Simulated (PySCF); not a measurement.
aminoborane (BH4N), SMILES BN.

Coordinates come from a B3LYP-D3(BJ)/def2-TZVP optimisation.

Method: r2SCAN/def2-TZVPD in PySCF.

The molecule is in vacuum.

The total energy is -82.01538 hartree, the point group is C2v and the highest occupied level is -7.59 eV. The lowest empty level is -0.38 eV and the orbital gap is 7.20 eV. The dipole moment is 0.406 e·Å and the quadrupole, principal values (traceless, Buckingham form, about the centre of nuclear charge) comes out as -1.65, 0.79, 0.86 D·Å. The mean static polarisability is 26.7 bohr³ (3.96 Å³) and the polarisability, principal values comes out as 22.0, 26.2, 31.9 bohr³.
